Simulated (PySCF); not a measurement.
Mg(SiH3)(OSiH3) (H6MgOSi2), SMILES [SiH3][O][Mg][SiH3]. Atoms are numbered in the order given.

```xyz
10

Mg     0.0000     0.0000     0.5496
Si     0.0000     0.0000     3.0869
H     -0.8236    -1.1151     3.6561
H     -0.5539     1.2708     3.6561
H      1.3775    -0.1557     3.6561
O      0.0000     0.0000    -1.2524
Si     0.0000     0.0000    -2.8894
H     -1.1777     0.7464    -3.4365
H     -0.0575    -1.3932    -3.4365
H      1.2353     0.6468    -3.4365
```
Charge 0, spin multiplicity 1.

The structure is a stationary point at ωB97X-D3(BJ)/def2-SVP. The structure was generated by enumeration; whether it is a known compound was not checked. One conformer was computed; it need not be the lowest.

These are PBE/pcSseg-1 run with PySCF values and carry that method's errors.

GIAO shieldings, no solvent; atoms alike by connectivity are averaged. δ = σ(ref) − σ: ²⁹Si against TMS (σ = 335.4 ppm); ¹H against TMS (σ = 31.49 ppm); ¹⁷O against H2O (σ = 334.3 ppm), references at their B3LYP-D3(BJ)/def2-TZVP geometries, non-relativistic.

Computed chemical shifts:
| nucleus | atoms | count | δ (ppm) |
|---|---|---|---|
| ²⁹Si | Si7 | 1 | -47.0 |
| ²⁹Si | Si2 | 1 | -156.6 |
| ¹H | H8, H9, H10 | 3 | 5.63 |
| ¹H | H3, H4, H5 | 3 | 3.34 |
| ¹⁷O | O6 | 1 | 18.0 |
